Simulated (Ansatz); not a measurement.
`[OH][GeH]([F])[S][SiH3]` + `O[SiH2][NH][AlH2]` → `[AlH2][NH][SiH2]O[SiH3]` + `[OH][GeH]([F])[SH]`  (ligand exchange at the Si–S bond)

Gas-phase electronic energies from Ansatz, PBE0-D4/def2-TZVP geometries. CCSD(T)/CBS is the MP2 limit (def2-TZVPP, def2-QZVPP) plus CCSD(T) − MP2 in def2-TZVPP, frozen cores. For Ge outer-core shells are correlated without core-valence functions, which leaves a few kJ/mol of doubt a bond. Scalar relativity is left out up to krypton. One conformer a species, not always the lowest.

```json
{"species": "`[OH][GeH]([F])[S][SiH3]`", "SCS-MP2/def2-QZVPP energy (Eh)": "-2940.67091"}
{"species": "`O[SiH2][NH][AlH2]`", "SCS-MP2/def2-QZVPP energy (Eh)": "-664.59069"}
{"species": "`[AlH2][NH][SiH2]O[SiH3]`", "SCS-MP2/def2-QZVPP energy (Eh)": "-954.89033"}
{"species": "`[OH][GeH]([F])[SH]`", "SCS-MP2/def2-QZVPP energy (Eh)": "-2650.38974"}
```

(1) Work out ΔE.

Largest T1 diagnostic among the species: 0.012.

## Answers

(1) ΔE = (-954.89033) + (-2650.38974) − (-2940.67091) − (-664.59069) = -0.01847 Eh = -11.6 kcal/mol. CCSD(T)/CBS gives -10.1 kcal/mol.

The D4 term adds +0.9 kcal/mol with B3LYP and +0.4 kcal/mol with PBE0; it sums over pairs of atoms, weighted by their polarisabilities, and B3LYP, whose exchange is more repulsive, gets the larger term. From PBE to PBE0 (25 % exact exchange), in def2-TZVPP and without D4, ΔE moves by −0.8 kcal/mol. In def2-TZVPP, CCSD(T) changes the Hartree–Fock value by +4.7 kcal/mol (the triples alone add +0.9 kcal/mol) and MP2 by +5.5 kcal/mol.

B3LYP here is the variant with VWN-RPA as its local correlation; programs differ in this.
